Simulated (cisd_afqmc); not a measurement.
Input (AFQMC/CISD/cc-pVDZ; cisd_afqmc is a phaseless AFQMC code with CISD trial states that reads the integrals written by Ansatz):

Ansatz 0.2 input:
```python
import cisd_afqmc

open("ham.yaml", "w").write("""\
crystal:
  periodic: [false, false, false]
  atoms:
    - {symbol: Ge, position_ang: [0.00000000, -0.00000000, -0.00000000]}
    - {symbol: H, position_ang: [-0.62084931, -0.89938570, -1.07909442]}
    - {symbol: H, position_ang: [0.56820009, -0.87256181, 1.12897202]}
    - {symbol: H, position_ang: [-1.07716225, 0.93547100, 0.56869039]}
    - {symbol: H, position_ang: [1.12981147, 0.83647651, -0.61856799]}
basis:
  gaussian:
    orbitals: cc-pVDZ
magnetization: {spin_polarized: false}
correlation: {method: ccsd, electrons: outside_noble_gas, hamiltonian_folder: ham}
""")
rep = cisd_afqmc.ansatz("ham.yaml")
e_ccsd = rep["correlation"]["coupled_cluster"]["energy"]["hartree"]
out = cisd_afqmc.run("ham", e_ccsd, trial="CISD", walkers=200, populations=8, threads=8, dt=0.005, steps=40, early=24, settle=10, least=32,
    cut=5e-5, rank_cut=2e-4, target=0.0004, seconds=1500, seed=1, memory=17280, gpu=False)
```

Output:

```
orbitals 33, occupied [4], factors 177 of 497, rank of the doubles 56 of 116
E(HF) = -2077.643379
E(CCSD) on the cut factors = -2077.785746, shift to the whole factors -0.000013
Energy of the trial state on the determinant = -2077.785654
  tau behind 7.2 of longer steps, mean of the populations' last blocks
   2.0  -2077.78891
   4.0  -2077.78881
   6.0  -2077.78879
   8.0  -2077.78890
blocks 340 (0 outliers left out), error by blocks joined: 1: 0.00004, 2: 0.00005, 4: 0.00006, 8: 0.00007, 16: 0.00007
E(AFQMC/CISD) = -2077.78886 +/- 0.00007
```
